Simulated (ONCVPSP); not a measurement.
Mn (Z = 25): one change to an ONCV potential, before and after

- Element: Mn
- Generator: ONCVPSP 4.0.1
- Type: optimised norm-conserving Vanderbilt (ONCV)
- Functional: LDA (Perdew-Zunger)
- Relativity: scalar-relativistic
- Frozen core: [Ar]
- Valence charge: 7
- Reference configuration: 3d5 4s1.5 (charge +0.5)
- Partial waves: 4s: rc 2.50 bohr, ncon 4, nbas 8, qcut 3.4 1/bohr, 2 projectors, debl 3.8 Ha; p scattering state at 0.21 Ha: rc 2.25 bohr, ncon 3, nbas 6, qcut 3.5 1/bohr, 2 projectors, debl 1.9 Ha; 3d: rc 1.75 bohr, ncon 4, nbas 8, qcut 11 1/bohr, 3 projectors, debl 2.5 Ha
- Local potential: polynomial inside 1.20 bohr (lpopt 5, dvloc0 3 Ha)
- Core correction: Teter function, fcfact 2.5, rcfact 1.25

In the p channel the program set the typed energies aside and used 0.050, 1.950 Ha.

Change: all radii but the core radius scaled by about 1.33 (s 3.32, p 2.98, d 2.32 bohr); local potential polynomial inside 1.60 bohr (lpopt 5, dvloc0 3 Ha).

Cutoffs: the cutoffs (Ha) at which the residual kinetic energy of the hardest occupied pseudo-wave falls to 1 and 0.1 mHa per electron; they do not see the model core or the augmentation charge, which bear on the density cutoff. Errors are all-electron minus pseudo energies relative to the spin-unpolarised reference configuration.

Question: What does the change do?

Answer: The potential gets softer (39 Ha and 45 Ha → 30 Ha and 35 Ha); the lowest positive-energy flag moves from s at 53.3 eV to s at 104.8 eV; of the 4 tests that both files solve, the error grows in 1 and shrinks in 2 by more than 15 % and 0.3 meV (median size 3.5 → 1.3 meV); neither file shows a bound ghost. A larger radius leaves more room for a smooth pseudo-wave, so fewer plane waves are needed.

```csv
quantity,base,changed
"cutoff, loose",39 Ha,30 Ha
"cutoff, tight",45 Ha,35 Ha
loose cutoff by channel,"s 4.2 Ha, d 39 Ha","s 3.3 Ha, d 30 Ha"
bound ghosts,none,none
GHOST(+) flags under 300 eV,s at 53.3 eV,s at 104.8 eV
"error for 3d5 4s2, meV [ΔE -3.47 eV]",+0.6,+1.1
"error for 3d5 4s1, meV [ΔE 5.19 eV]",+0.2,+0.2
"error for 3d5 4s0, meV [ΔE 21.07 eV]",+13,+1.5
"error for 3d5 4s0 4p2, meV [ΔE 4.62 eV]",+6.4,-3.1
"rms error of d²Exc/dni dnj with the model core, mHa",10.38,8.83
```
